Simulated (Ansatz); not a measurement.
# What each rung costs, and what it gives

Saddle point of SiH$_{3}$SF$_{3}$, singlet (SiH₂SF₂ ([F][SiH]([F])[SH]) + HF → SiHF₃ ([F][SiH]([F])[F]) + H₂S; bonds formed: Si1–F7, S2–H6; bonds broken: Si1–S2, H6–F7), PBE0-D4/def2-TZVP structure:

```tsv
atom	x (Å)	y (Å)	z (Å)
Si1	-0.5840	-0.0790	-0.4558
S2	0.5717	-0.3051	1.6022
F3	0.1409	-0.3972	-1.8350
F4	-1.7993	0.9397	-0.4390
H5	-1.2960	-1.3602	-0.2725
H6	0.9404	0.9353	0.6994
F7	0.5581	1.3949	-0.3286
H8	1.4682	-1.1285	1.0293
```

Barriers are electronic and count from the start structure reached by relaxing down the imaginary mode.

Computed with Ansatz 0.2.0 (basis: as named in each row); correlated methods freeze the cores. B3LYP uses VWN-RPA correlation. Extrapolation: Hartree–Fock as exp(−7.88 √X), correlation as X^−2.97.

Times are rough, for one single point on 4 threads of a shared host (Arm Neoverse V2).

The estimate by CCSD(T) at an estimated basis limit (MP2 extrapolated from triple and quadruple zeta, plus CCSD(T) − MP2 in triple zeta) is 115.3 kJ/mol.

```tsv
method	basis	time (s)	barrier (kJ/mol)	method less estimate
HF	STO-3G	under 1	157.7	42.4
PBE-D4	STO-3G	under 1	-68.1	-183.5
SPW92	def2-SVP	under 1	10.7	-104.6
PBE-D4	def2-SVP	under 1	48.2	-67.1
B3LYP-D4	6-31G	under 1	67.4	-47.9
PBE0-D4	def2-SVP	under 1	72.7	-42.6
SPW92	def2-TZVPP	1	45.9	-69.4
BLYP-D4	def2-TZVPP	2	95.8	-19.5
PBE-D4	def2-TZVPP	2	81.6	-33.7
BHLYP-D4	def2-TZVPP	2	125.1	9.8
B3LYP-D4	def2-TZVPP	2	107.1	-8.2
CAM-B3LYP-D4	def2-TZVPP	3	105.0	-10.3
PBE0-D4	def2-TZVPP	3	99.0	-16.3
CCSD(T)	def2-SVP	4	105.4	-9.9
r2SCAN-D4	def2-TZVPP	4	85.2	-30.1
wB97M-V	def2-SVP	4	71.4	-43.9
RPA on PBE	def2-TZVPP	4	109.5	-5.8
B2PLYP	def2-TZVPP	5	110.4	-4.9
r2SCAN0-D4	def2-TZVPP	5	99.4	-15.9
PBE-QIDH	def2-TZVPP	5	109.4	-5.9
wB97X-V	def2-TZVPP	6	106.1	-9.2
B97M-V	def2-TZVPP	8	101.9	-13.4
wB97M-V	def2-TZVPP	8	101.2	-14.1
MP2	def2-QZVPP	16	110.8	-4.5
CCSD(T)	def2-TZVPP	120	114.5	-0.8
```

All methods are single points on the PBE0-D4 structures; a negative value means that the method puts the saddle structure below the start.

The T1 diagnostic stays at or below 0.013.

Labels in which every atom is bracketed show which atoms are joined, not bond orders.
